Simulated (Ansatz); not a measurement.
A nudged elastic band was laid between two geometries of ClGeH3O + H2 (8 atoms, charge 0, multiplicity 1).

Theory: Ansatz, RKS PBE/def2-SVP.

| Quantity | Value |
| --- | --- |
| movable images | 5 |
| climbing image | yes |
| spring | 5.0 eV/Å² |
| optimiser | quadratic models (default) |
| start path | through a guess of the saddle point |
| force threshold | 0.03 eV/Å |
| iteration limit | 60 |
| end points | relaxed |

Initial state:

```xyz
8
Properties=species:S:1:pos:R:3
Ge -0.360 0.483 -0.258
O 0.112 -0.170 1.344
H -0.666 -0.340 1.909
H 0.973 0.641 -1.014
H -1.207 1.773 -0.111
Cl -1.617 -0.960 -1.308
H 1.521 -2.890 2.322
H 1.242 -2.232 2.031
```

Final state:

```xyz
8
Properties=species:S:1:pos:R:3
Ge -0.397 -0.489 -0.288
O 0.821 -0.037 2.160
H 0.145 -0.265 2.826
H 1.026 -0.003 -0.635
H -1.276 0.569 0.412
Cl -1.375 -0.850 -2.235
H -0.422 -1.868 0.415
H 1.477 -0.752 2.260
```

Task: Which bonds break or form, and what moves?

Result: Bonds broken: Ge1–O2, H7–H8. Bonds formed: Ge1–H7, O2–H8. ClGeH3O + H2 becomes ClGeH3 + H2O.

Task: Give the energies along the band, and the barrier.

Result: The forces met the threshold. The highest image is number 4 of 0 to 6, 1.72 eV above the first end and 1.71 eV above the last; the last end lies 0.00 eV above the first. Neighbouring images differ by up to 1.5 eV, so the band resolves the path poorly. A vibrational analysis at the climbing image gives one clearly imaginary mode, 1267i cm⁻¹: a first-order saddle point. The orbitals stay closed-shell, which can raise the energy where a bond breaks towards radicals; this wasn't checked here.

| image | path coordinate (Å) | energy (eV) | Ge1–O2 (Å) | H7–H8 (Å) | Ge1–H7 (Å) |
| --- | --- | --- | --- | --- | --- |
| 0 | 0.00 | 0.00 | 1.79 | 0.77 | 4.64 |
| 1 | 0.95 | 0.01 | 1.79 | 0.77 | 4.18 |
| 2 | 1.90 | 0.05 | 1.79 | 0.77 | 3.47 |
| 3 | 2.85 | 0.42 | 1.82 | 0.78 | 2.62 |
| 4 | 3.81 | 1.72 | 2.03 | 1.01 | 1.89 |
| 5 | 5.07 | 0.19 | 2.72 | 1.79 | 1.56 |
| 6 | 6.33 | 0.00 | 2.77 | 2.87 | 1.55 |

Task: What is the geometry of the highest image?

Result: 
```xyz
8
Properties=species:S:1:pos:R:3
Ge -0.056 -0.158 0.017
O 0.375 -0.161 1.996
H -0.422 -0.113 2.563
H 1.279 0.232 -0.651
H -1.036 1.042 0.188
Cl -1.308 -1.402 -1.316
H 0.598 -1.828 0.626
H 0.568 -1.306 1.492
```

Run time: 2.3 min on 2 threads of Arm Neoverse V1, with other jobs on the host, peak memory 0.13 GiB.
